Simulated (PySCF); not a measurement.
Ionisation energy of Re²⁺ by level of theory

Re²⁺ [Xe] 4f14 5d5 (6S) → Re³⁺ [Xe] 4f14 5d4 (5D), as a difference of total energies. All numbers are calculated (PySCF 2.14, scalar relativity by spin-free X2C-1e, in x2c-TZVPPall). The calculations carry no spin-orbit coupling.

```tsv
method	ionisation energy (eV)
UHF	27.252
BLYP	28.022
wB97X	27.704
wB97X-V	27.835
```

The reference lies between the lowest fine-structure levels, while these numbers refer to the centres of the terms.

For comparison: 27 ± 1.6 eV (theoretical estimate listed by NIST; NIST Atomic Spectra Database, ionization energies).
